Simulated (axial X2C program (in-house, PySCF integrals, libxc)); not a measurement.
## Potential curves of CoSi⁻, with spin–orbit coupling

Calculated with an in-house all-electron X2C program for linear molecules (integrals from PySCF). Two-component (2c) means X2C with spin–orbit coupling and atomic mean-field two-electron Coulomb and Gaunt terms. Basis: Co dyall-acv3z [10s11p7d4f2g], Si dyall-av3z [9s8p3d2f] (cores contracted in-house); Gaussian nuclei, density fitting, unrestricted open shells. Masses: Co 58.933 u, Si 27.977 u.

State: Ω = 3 (⟨Sz⟩ = 0.00, ⟨Lz⟩ = 3.00 at HF). Energies in cm⁻¹ from the lowest point of each curve. Fits are polynomials in 1 − R0/R over 0.85 to 1.23 times the lowest point R0.

| R (Å) | CCSD | CCSD(T) | BLYP | PBE0 |
| --- | --- | --- | --- | --- |
| 1.9323 |  |  | 1751 | 3633 |
| 2.0211 | 2785 | 2124 | 333 | 1490 |
| 2.0877 | 1651 | 1133 | 0 | 580 |
| 2.1544 | 880 | 510 | 102 | 119 |
| 2.2210 | 386 | 157 | 507 | 0 |
| 2.2987 | 79 | 0 | 1234 | 180 |
| 2.3765 | 0 | 53 | 2134 | 604 |
| 2.4764 | 146 | 344 | 3421 | 1381 |
| 2.5986 |  |  | 5056 | 2527 |
| 2.7763 |  |  | 7347 | 4313 |

Correlated methods: 14 electrons correlated (number of frozen shells: Co 3 s, 2 p; Si 2 s, 1 p), 284 virtual spin orbitals or spinors in MP2, 90 natural virtuals in coupled cluster.

Occupations by symmetry block were frozen at the best pattern of an incomplete PBE0 search. Density functionals use the spin component along the axis (collinear). Coupled cluster ran in a truncated set of natural virtual spinors; the MP2 energy of the rest was added. (T) has no such correction and the atoms are truncated less, which lowers De at CCSD(T) by a hundredth of an eV or more. Other states lie close and PBE0, whose exact exchange favours high spin, may order them wrongly; the determinant shown need not be the ground state. The nearest other 2c determinant of the search, Ω = 3, lies 0.17 eV up at the distance of the search. The functionals have no current-density term, which raises determinants with orbital currents, atoms included. With several unpaired electrons one determinant need not be a pure state. At some level and bond length an empty orbital lies below a filled one. The highest occupied level of some functionals is positive through self-interaction error; at Hartree–Fock it is bound. The determinant is spin-polarised beyond a pure state at some levels (its spin-free form has ⟨S²⟩ too high), which makes Re and μ there less reliable. The T1 diagnostic is large, a sign of multireference character. Coupled cluster ran on the points near the minimum only. MP2 and coupled cluster on one determinant become unreliable at the stretched end.

**Question.** Fit the CCSD curve near its minimum: give the equilibrium distance and the harmonic wavenumber.

**Answer.** At CCSD, 2c: Re = 2.370 Å, ωe ≈ 228 cm⁻¹; Be follows as 0.158 cm⁻¹.

**Question.** What are Re and ωe at the CCSD(T) level?

**Answer.** At CCSD(T), 2c: Re = 2.315 Å, ωe ≈ 240 cm⁻¹; Be follows as 0.166 cm⁻¹.

**Question.** Fit the BLYP curve near its minimum: give the equilibrium distance and the harmonic wavenumber.

**Answer.** At BLYP, 2c: Re = 2.102 Å, ωe ≈ 400 cm⁻¹; Be follows as 0.201 cm⁻¹.

**Question.** What are Re and ωe at the PBE0 level?

**Answer.** At PBE0, 2c: Re = 2.215 Å, ωe ≈ 323 cm⁻¹; Be follows as 0.181 cm⁻¹.
